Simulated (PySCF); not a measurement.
A structure optimised at PBE0-D3(BJ)/def2-TZVP, used in a PySCF frequency run:

```xyz
5

B      0.0000     0.0000     0.7831
N      0.0000     0.0000    -0.5278
H      0.0000     0.0000     1.9564
H      0.0000     0.8520    -1.0887
H      0.0000    -0.8520    -1.0887
```
Charge +1, spin multiplicity 1.

Task: Write its SMILES, formula and point group.

Result: B=[NH2+], BH3N, C2v

Task: What are its rotational constants (standard atomic weights)?

Result: 345.31, 30.167, 27.743 GHz
